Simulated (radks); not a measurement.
N IV, 4 electrons, occupied as [He] 2s2 (the NIST ground configuration).

All-electron calculation, scalar-relativistic Kohn-Sham, LDA (Slater exchange, Perdew-Wang correlation), spin-unpolarised, spherical densities, point nucleus. Program: a radial shooting solver on a logarithmic mesh with Libxc functionals.

Energy parts (eV):
part                     energy
total                 -1381.027
kinetic                1377.337
electron-nucleus      -3020.837
Hartree                 391.614
exchange-correlation   -129.142

Orbitals (lengths in bohr, moments of r in powers of bohr):
orbital  occ.  eigenvalue (eV)    <r^2>
1s          2        -447.5546  0.07167
2s          2         -67.7942    1.445

The highest occupied level is 2s at -67.794 eV. Summed over all electrons, <r^2> = 3.033 bohr^2, which gives a Langevin (diamagnetic) susceptibility term of -2.4 x 10^-6 cm^3/mol.
